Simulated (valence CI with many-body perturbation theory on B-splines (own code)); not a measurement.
Tc XXXVIII in brief

Computed by configuration interaction combined with many-body perturbation theory (CI+MBPT): four valence electrons over a frozen Dirac-Fock core [He], radial functions for each j: 11 s, 11 p, 10 d, 8 f, 5 g, 2 h, with the one-electron correlation potential Σ1, the two-electron term Σ2, the three-electron term Σ3, Breit, model QED; selected CI, second order for the rest, scaled by the run's own slope (own B-spline code, finite nucleus).

No measured spectrum was set against this ion. As an estimate, large intervals hold to a few tenths of a per cent, small ones and those within an open d or f shell to about a per cent. Among the levels kept, up to 1000 cm⁻¹ of a level comes from second order outside the variational space, and about a tenth of that is noise between levels of different J, which matters for small intervals.

Levels are named by their leading jj configuration (3d3/2^4 stands for four electrons in 3d with j = 3/2), which in mixed levels can hold well under half, so a name can repeat and another be missing.

Rates and lifetimes use the calculated energies. Strong lines usually hold to 10 to 20 %, long lifetimes can be off by a factor of two.

Q: What is the ground level?

A: (2s^2 2p1/2^2) J=0, composition 74 % 2s²2p² ³P + 25 % 2s²2p² ¹S.

Q: What is the ionisation energy?

A: 5370.7 eV; NIST lists 5361 ± 6 eV (semi-empirical).

Q: How well does LS coupling describe the low levels?

A: Among the lowest 20 levels the leading LS term, summed over configurations, holds 65 % on average. For single configurations the figures are 65 % in LS and 96 % in jj coupling. Terms mix most in the J = 1 level at 30.94 Ry, where the leading one holds 36 %.

Q: Among levels below 269.68 Ry, which E1 lines absorb most strongly from the ground level?

A: to (2s^2 2p1/2 3d3/2) J=1 at 0.3935 nm, f = 1.42; to (2s 2p1/2^2 3p3/2) J=1 at 0.3847 nm, f = 0.403; to (2s 2p1/2^2 2p3/2) J=1 at 4.186 nm, f = 0.132.

Q: Name the longest-lived excited levels whose lifetime is computed, and their main decay.

A: (2s^2 2p1/2 2p3/2) J=2 at 9.43 Ry lives 83.6 μs, mostly by M1 to (2s^2 2p1/2 2p3/2) J=1; (2s^2 2p1/2 2p3/2) J=1 at 8.50 Ry lives 92.6 ns, mostly by M1 to (2s^2 2p1/2^2) J=0; (2s^2 2p3/2^2) J=2 at 18.59 Ry lives 48.8 ns, mostly by M1 to (2s^2 2p1/2 2p3/2) J=1.

Q: Where does the other parity begin?

A: At (2s 2p1/2^2 2p3/2) J=2, 18.15 Ry.
